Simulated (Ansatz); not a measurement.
Consider the formal exchange of groups at a Ga–O bond: `B[O][GaH2]` + `[CH3][AlH2]` → `[AlH2][CH2][GaH2]` + `BO`.

Computed with Ansatz on PBE0-D4/def2-TZVP structures; ΔE is electronic, products minus reactants. CBS: MP2 limit from def2 TZ/QZ plus the TZ coupled-cluster correction, frozen cores. This one scheme is used for every species. Functionals use def2-TZVPP. For Ga outer-core shells are correlated without core-valence functions, which leaves a few kJ/mol of doubt a bond. Scalar relativity is left out up to krypton.

**Question.** Is it downhill or uphill in electronic energy at CCSD(T)/CBS, and by how much? (An estimate is asked.)

**Answer.** Ansatz gave: Uphill: ΔE = +10.2 kcal/mol.

**Question.** What do these levels give: PBE-D4, B97M-V, r2SCANh-D4, ωB97M-V, r2SCAN0, MP2/def2-QZVPP? (An estimate is asked.)

**Answer.** Computed: PBE-D4 10.3, B97M-V 13.0, r2SCANh-D4 11.8, ωB97M-V 11.7, r2SCAN0 11.7, MP2/def2-QZVPP 10.7 kcal/mol.

Largest T1 diagnostic among the species: 0.016.

At CCSD(T), def2-SVP lies +2.9 kcal/mol from the extrapolated value and def2-TZVPP +1.2 kcal/mol. Leaving LDA and LC-ωPBE aside and taking each functional with its dispersion term where it has one, the values, not all of them listed here, spread over 3.3 kcal/mol, from HSE06-D4 to CAM-B3LYP-D4. LDA lies −1.1 kcal/mol from PBE without D4.
